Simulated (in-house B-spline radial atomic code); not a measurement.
Configurations of Au VIII (Au7+), with energies counted from [Xe] 4f14 5d4. Computed with a B-spline radial code for spherical atoms: Dirac-Hartree-Fock, average of configuration, Fermi nucleus of rms radius 5.4371 fm. Energies include first-order Breit, QED and recoil terms.

Occupations are held fixed; configurations that lie above the ionisation limit could autoionise.

```
                 configuration  E - E(ref) (eV)  highest orbital  its <r> (bohr)
             [Xe] 4f14 5d3 7s1           60.969            7s1/2           3.355
             [Xe] 4f14 5d3 8g1           96.638            8g7/2           10.48
[Kr] 4d10 4f14 5s2 5p5 5d4 7f1           150.46            7f7/2           5.748
[Kr] 4d10 4f14 5s2 5p5 5d4 8f1           157.29            8f7/2           8.152
[Kr] 4d10 4f14 5s2 5p5 5d4 8g1           161.82            8g7/2           10.46
             [Xe] 4f13 5d4 8p1           175.75            8p3/2           5.649
             [Xe] 4f13 5d4 8g1           190.77            8g7/2           10.45
```

Task: Order these further configurations by energy, lowest first.
A. [Xe] 4f13 5d4 6g1
B. [Kr] 4d10 4f14 5s2 5p5 5d4 7g1
C. [Xe] 4f13 5d4 8s1
D. [Xe] 4f14 5d3 8p1
E. [Xe] 4f13 5d4 7g1

Result: D (81.778 eV), B (157.57 eV), C (172.36 eV), A (179.99 eV), E (186.51 eV).

Task: How far above the reference does [Xe] 4f14 5d3 6s1 lie?

Result: 22.534 eV; its least bound orbital is 6s1/2 with <r> = 1.925 bohr.

Task: How far above the reference does [Xe] 4f14 5d3 9p1 lie?

Result: 89.986 eV; its least bound orbital is 9p3/2 with <r> = 7.962 bohr.

Task: How far above the reference does [Xe] 4f14 5d3 7f1 lie?

Result: 85.352 eV; its least bound orbital is 7f7/2 with <r> = 5.771 bohr.
